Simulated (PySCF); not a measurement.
C₄H₄N₂O.
Atom-mapped SMILES: `[CH2:1]=[CH:2][c:3]1[n:4][n:5][cH:6][o:7]1`

Probes without a nucleus sit at each ring's centroid and 1 Å off its mean plane on both sides; NICS is minus the shielding there, NICSzz its component along the normal. Level: GIAO PBE0/pcSseg-1 (PySCF, non-relativistic, gas phase) on the GFN2-xTB geometry, one conformer.

Ring bond lengths (Å), with Mayer bond orders in brackets: C3–N4 1.301 (1.61), N4–N5 1.343 (1.19), N5–C6 1.289 (1.71), C6–O7 1.340 (1.11), O7–C3 1.359 (1.04).

**Question.** Give the NICS values of each ring in ppm.

**Answer.** 
| ring | type | NICS(0) | NICS(1), two faces | NICS(1)zz, two faces | rms pucker (Å) | centre to ring atoms, mean (Å) |
| --- | --- | --- | --- | --- | --- | --- |
| C3–N4–N5–C6–O7 | 5-membered ring with 2 N and O; formal bonds all aromatic | -9.6 | -10.3 / -10.3 | -26.7 / -26.7 | 0.00 | 1.13 |

**Question.** What can be read from them?

**Answer.** 
- C3–N4–N5–C6–O7: mean NICS(1)zz -26.7 ppm, shielded, aromatic by this magnetic criterion (flat ring, no four-coordinate atom).

**Question.** What does the geometric index give? Use HOMA with the parameters of Krygowski (1993).

**Answer.** 
- C3–N4–N5–C6–O7: HOMA 0.46; the largest term is that of O7–C3, α(R − Ropt)² = 1.38.

**Question.** How shielded are the nuclei of the rings and their hydrogens (means over atoms taken as equivalent)?

**Answer.** 
| atoms | environment | σ isotropic (ppm) | principal values of the symmetric part, first atom (ppm) |
| --- | --- | --- | --- |
| C3 | substituted aromatic carbon | 15.3 | -71.7, 37.7, 79.9 |
| N4 | pyridine-type nitrogen | -89.9 | -341.4, -101.7, 173.3 |
| N5 | pyridine-type nitrogen | -90.7 | -337.2, -108.6, 173.7 |
| C6 | aromatic CH next to a ring nitrogen | 29.5 | -64.4, 60.6, 92.4 |
| O7 | furan-type oxygen | 20.0 | -79.5, -71.8, 211.5 |
| H on C6 | aromatic hydrogen | 23.51 | 20.9, 24.3, 25.4 |

Shape of the structure used: `[CH2:1]=[CH:2][c:3]1[n:4][n:5][cH:6][o:7]1`: C1–C2–C3–N4 180°.
